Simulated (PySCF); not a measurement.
# How methods differ on the ionisation energy of Sn⁺

Sn⁺ [Kr] 4d10 5s2 5p1 (2P) → Sn²⁺ [Kr] 4d10 5s2 (1S), as a difference of total energies. All numbers are calculated (PySCF 2.14, scalar relativity through the core potential, in aug-cc-pVDZ-PP with ECP28MDF). Correlated levels: valence: 4s2 4p6 4d10 frozen. The calculations carry no spin-orbit coupling.

```
           method  ionisation energy (eV)
              UHF                  13.720
              PBE                  14.212
              LDA                  14.381
    MP2 (valence)                  13.853
SCS-MP2 (valence)                  13.835
   CCSD (valence)                  13.922
CCSD(T) (valence)                  13.932
```

Task: How much does correlation contribute at CCSD(T) (valence)?

Result: 13.932 − (13.720) = 0.212 eV, measured against UHF.

Errors of the correlated levels include the incompleteness of this basis and the frozen core.

For comparison: 14.282 eV (measured; NIST levels, between the centres of gravity of the two terms).
